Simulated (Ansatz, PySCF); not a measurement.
This Ansatz (a quantum-chemistry and plane-wave program) input computes a CAM-B3LYP/def2-TZVPD energy:

Ansatz 0.2 input:
```yaml
crystal:
  periodic: [false, false, false]
  atoms:
    - {symbol: Rb, position_ang: [-0.00000000, -0.00000000, -0.95163916]}
    - {symbol: Cl, position_ang: [0.00000000, 0.00000000, 2.07121463]}
basis:
  gaussian:
    orbitals: def2-TZVPD
hamiltonian:
  xc: {name: CAM-B3LYP}
total_charge: -1
magnetization: {spin_polarized: true, initial_magnetization: 1}
output: {forces: true}
```

Problem. Write an input for the same energy in PySCF and say what it gives.

Solution. 
```python
from pyscf import gto, scf, dft

mol = gto.M(
    atom='''
    Rb   -0.00000000   -0.00000000   -0.95163916
    Cl    0.00000000    0.00000000    2.07121463
    ''',
    basis='def2-tzvpd',
    ecp='def2-tzvp',
    charge=-1,
    spin=1,
    symmetry='C2v',
    verbose=4,
)

mf = dft.UKS(mol, xc='camb3lyp').density_fit(auxbasis='def2-universal-jkfit')
mf.grids.level = 3
mf.conv_tol = 1e-9
mf.max_cycle = 100
mf.max_memory = 1500
mf.kernel()
if not mf.converged:
    mf = mf.newton()
    mf.kernel(mf.make_rdm1())
mf.analyze()
```
It gives -484.40282 Eh, and Ansatz -484.40280 Eh, a difference of 0.02 mEh, from the treatment of integrals and grids.
